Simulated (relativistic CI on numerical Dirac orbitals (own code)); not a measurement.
Pb74+: computed level list

These numbers are calculated, not measured: Dirac-Coulomb-Breit CI, orbitals from a KLI potential per configuration, a model potential for QED, unscaled Slater integrals (own radial code, finite nucleus).

CI space (outside the closed core 1s2): 2s²2p⁴, 2s2p⁵, 2p⁶, 2s²2p³3s, 2p⁵3s, 2p⁵3p, 2s²2p³3p, 2p⁵3d, 2s²2p³3d, 2s2p⁴3s, 2s2p⁴3p, 2s2p⁴3d, 2s²2p³4s, 2s²2p³4p, 2s²2p³4d, 2s²2p³4f. Levels of other configurations are missing.

| No. | Configuration | Term | J | E (eV) | % | Next component (%) | Landé g |
| --- | --- | --- | --- | --- | --- | --- | --- |
| 41 | 2s2p⁴3s | ³S | 1 | 13415.4 | 65 | 21 ⁵P | 1.967 |
| 42 | 2s2p⁴3s | ³D | 1 | 13424.8 | 34 | 34 ¹P | 0.958 |
| 43 | 2s2p⁴3s | ³P | 2 | 13433.5 | 57 | 19 ¹D | 1.345 |
| 44 | 2s2p⁴3p | ⁵P° | 2 | 13439.9 | 29 | 25 ³P° | 1.562 |
| 45 | 2s2p⁴3p | ³D° | 3 | 13440.5 | 41 | 23 ⁵D° | 1.299 |
| 46 | 2s2p⁴3s | ¹S | 0 | 13460.4 | 65 | 34 ³P |  |
| 47 | 2s2p⁴3p | ³P° | 1 | 13563.7 | 50 | 24 ¹P° | 1.305 |
| 48 | 2s2p⁴3p | ³P° | 1 | 13564.8 | 33 | 22 ³D° | 1.292 |
| 49 | 2s2p⁴3p | ³P° | 0 | 13564.8 | 77 | 20 ⁵D° |  |
| 50 | 2s2p⁴3p | ³D° | 2 | 13566.5 | 30 | 26 ³F° | 1.031 |
| 51 | 2s²2p³3p | ⁵P | 3 | 13667.6 | 55 | 23 ³F | 1.368 |
| 52 | 2s²2p³3p | ³P | 0 | 13668.3 | 100 |  |  |
| 53 | 2s²2p³3p | ³P | 2 | 13670.8 | 39 | 30 ³D | 1.410 |
| 54 | 2s²2p³3p | ¹P | 1 | 13685.3 | 51 | 26 ³D | 0.957 |
| 55 | 2s²2p³3p | ³F | 4 | 13689.9 | 100 |  | 1.213 |
| 56 | 2s²2p³3p | ³D | 3 | 13690.6 | 71 | 26 ¹F | 1.201 |
| 57 | 2s²2p³3p | ³P | 1 | 13733.9 | 77 | 12 ¹P | 1.439 |
| 58 | 2s²2p³3p | ¹D | 2 | 13745.2 | 50 | 31 ³P | 1.129 |
| 59 | 2s²2p³3p | ³P | 1 | 13770.4 | 52 | 27 ³S | 1.491 |
| 60 | 2s²2p³3p | ³D | 2 | 13771.2 | 41 | 37 ¹D | 1.131 |
| 61 | 2s²2p³3d | ⁵D° | 1 | 13812.0 | 47 | 37 ³D° | 1.036 |
| 62 | 2s²2p³3d | ³F° | 2 | 13813.5 | 41 | 36 ⁵D° | 1.043 |
| 63 | 2s²2p³3d | ⁵D° | 0 | 13814.9 | 55 | 23 ³P° |  |
| 64 | 2s²2p³3d | ³G° | 3 | 13819.3 | 42 | 26 ³D° | 1.056 |
| 65 | 2s²2p³3d | ³G° | 4 | 13832.8 | 50 | 39 ¹G° | 1.015 |
| 66 | 2s²2p³3d | ³F° | 3 | 13851.1 | 40 | 29 ³D° | 1.116 |
| 67 | 2s²2p³3d | ³D° | 2 | 13854.4 | 38 | 30 ³P° | 1.187 |
| 68 | 2s²2p³3d | ³P° | 1 | 13861.4 | 46 | 32 ³S° | 1.422 |
| 69 | 2s²2p³3d | ³F° | 2 | 13898.1 | 70 | 19 ¹D° | 0.765 |
| 70 | 2s²2p³3d | ³D° | 1 | 13923.8 | 48 | 32 ¹P° | 0.857 |
| 71 | 2s²2p³3d | ⁵D° | 4 | 13960.9 | 54 | 22 ³G° | 1.281 |
| 72 | 2s²2p³3d | ³D° | 3 | 13964.2 | 50 | 28 ⁵D° | 1.297 |
| 73 | 2s²2p³3d | ³F° | 4 | 13985.5 | 75 | 24 ¹G° | 1.159 |
| 74 | 2s²2p³3d | ³G° | 5 | 13987.0 | 100 |  | 1.167 |
| 75 | 2s²2p³3d | ³D° | 1 | 13987.9 | 52 | 23 ³P° | 0.872 |
| 76 | 2s²2p³3d | ¹S° | 0 | 13999.9 | 56 | 44 ³P° |  |
| 77 | 2s²2p³3d | ³D° | 2 | 14008.6 | 65 | 13 ³P° | 1.206 |
| 78 | 2s²2p³3d | ³S° | 1 | 14022.6 | 41 | 37 ¹P° | 1.340 |
| 79 | 2s²2p³3d | ¹F° | 3 | 14027.0 | 49 | 38 ³D° | 1.105 |
| 80 | 2s²2p³3d | ¹D° | 2 | 14029.7 | 52 | 38 ³P° | 1.132 |
| 81 | 2s²2p³3d | ³P° | 2 | 14063.1 | 47 | 36 ³D° | 1.278 |
| 82 | 2s²2p³3d | ³F° | 3 | 14067.0 | 44 | 33 ¹F° | 1.085 |
| 83 | 2s2p⁴3p | ⁵D° | 4 | 14086.4 | 68 | 31 ³F° | 1.384 |
| 84 | 2s2p⁴3p | ³D° | 3 | 14089.4 | 49 | 37 ⁵P° | 1.393 |
| 85 | 2s2p⁴3p | ³S° | 1 | 14101.8 | 37 | 35 ³P° | 1.561 |
| 86 | 2s2p⁴3p | ³P° | 2 | 14138.1 | 43 | 19 ¹D° | 1.363 |
| 87 | 2s2p⁴3p | ³P° | 0 | 14212.5 | 62 | 35 ¹S° |  |
| 88 | 2s2p⁴3p | ³D° | 3 | 14215.6 | 56 | 18 ³F° | 1.235 |
| 89 | 2s2p⁴3p | ³P° | 2 | 14219.3 | 51 | 17 ¹D° | 1.413 |
| 90 | 2s2p⁴3p | ¹P° | 1 | 14227.0 | 42 | 27 ³P° | 1.148 |
| 91 | 2s2p⁴3d | ⁵D | 2 | 14229.5 | 31 | 23 ³D | 1.383 |
| 92 | 2s2p⁴3d | ⁵D | 3 | 14231.7 | 30 | 22 ³F | 1.266 |
| 93 | 2s2p⁴3p | ³P° | 2 | 14233.3 | 59 | 21 ³D° | 1.352 |
| 94 | 2s2p⁴3d | ⁵P | 1 | 14233.3 | 48 | 20 ³P | 1.875 |
| 95 | 2s2p⁴3d | ³F | 4 | 14234.2 | 41 | 26 ⁵F | 1.195 |
| 96 | 2s2p⁴3p | ¹P° | 1 | 14269.4 | 35 | 23 ³P° | 1.181 |
| 97 | 2s2p⁴3d | ³D | 1 | 14344.8 | 76 | 8 ⁵D | 0.685 |
| 98 | 2s2p⁴3d | ³D | 2 | 14354.9 | 43 | 30 ¹D | 1.028 |
| 99 | 2s2p⁴3d | ³F | 3 | 14355.4 | 31 | 29 ³G | 0.976 |
| 100 | 2s2p⁴3d | ³P | 0 | 14356.0 | 80 | 18 ⁵D |  |
| 101 | 2s2p⁴3d | ³D | 2 | 14363.3 | 37 | 29 ³F | 1.060 |
| 102 | 2s2p⁴3d | ³D | 1 | 14367.8 | 42 | 25 ³P | 0.787 |
| 103 | 2s2p⁴3d | ⁵F | 5 | 14374.2 | 69 | 31 ³G | 1.305 |
| 104 | 2s2p⁴3d | ³F | 4 | 14379.6 | 48 | 37 ⁵D | 1.302 |
| 105 | 2s2p⁴3d | ³P | 0 | 14419.1 | 69 | 30 ¹S |  |
| 106 | 2s2p⁴3d | ³P | 1 | 14420.8 | 47 | 19 ¹P | 1.378 |
| 107 | 2s2p⁴3d | ³D | 3 | 14421.2 | 44 | 18 ¹F | 1.257 |
| 108 | 2s2p⁴3d | ³P | 2 | 14434.6 | 35 | 26 ³D | 1.293 |
| 109 | 2s2p⁴3d | ³F | 4 | 14511.9 | 58 | 16 ³G | 1.168 |
| 110 | 2s2p⁴3d | ³D | 3 | 14513.0 | 55 | 14 ¹F | 1.287 |

Energies count from the lowest computed level; ° marks odd parity.

The mean weight of the leading LS term, summed over parents, in these 70 levels is 52 %, and that of the leading jj configuration (from the same eigenvectors) 99 %, so jj coupling describes them better and the LS labels are nominal.

At this charge energies of transitions that change n are usually good to better than 1 %, and those within a shell (Δn = 0) to a few per cent.

LS names give the leading component of a level, which can be under half, so a name can repeat, a term be missing and a line seem to break the LS rules.
